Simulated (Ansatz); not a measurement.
Species: H$_{3}$InS$_{3}$, SMILES `[SH][In]([SH])[SH]` (charge 0, multiplicity 1).

### Question
Give a relaxed geometry from PBE-D3(BJ)/def2-TZVP (Ansatz, a program for electronic structure).

### Answer
Several could match; the one computed here: the end point of this relaxation, one of several conformers (outside a Z-matrix the atoms follow the SMILES, hydrogens last).
Bond lengths (Å): S1–In2 2.400, S1–H5 1.355, In2–S3 2.404, In2–S4 2.396, S3–H6 1.355, S4–H7 1.355. Angles (°): In2–S1–H5 92.6, S1–In2–S3 122.3, S1–In2–S4 118.2, S3–In2–S4 119.4, In2–S3–H6 92.9, In2–S4–H7 92.3.
